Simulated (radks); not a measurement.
Task: Coherent X-ray form factor from a spherical all-electron density. Calculated with a radial shooting solver on a logarithmic mesh with Libxc functionals: scalar-relativistic Kohn-Sham, Slater X-alpha with alpha = 0.922, spin-polarised, spherical densities, point nucleus.

| sin(theta)/lambda (1/angstrom) | f0 (electrons) |
|---|---|
| 0.05 | 71.374 |
| 0.1 | 69.595 |
| 0.15 | 66.928 |
| 0.2 | 63.703 |
| 0.25 | 60.230 |
| 0.3 | 56.744 |
| 0.4 | 50.245 |
| 0.5 | 44.650 |
| 0.6 | 39.895 |
| 0.8 | 32.225 |
| 1 | 26.354 |
| 1.25 | 21.125 |
| 1.5 | 17.784 |
| 2 | 14.029 |

The species is in the configuration that NIST lists as its ground one. Which atom or ion scatters so?

Result: The rhenium ion Re3+, [Xe] 4f14 5d4. Extrapolating in s^2 from the first two rows gives f0(0) = 72.0, near the electron count 72; among species with that count, the fall with angle is slower the higher Z, and the table is that of Z = 75; from so few rows the species is fixed only to a neighbour or two.
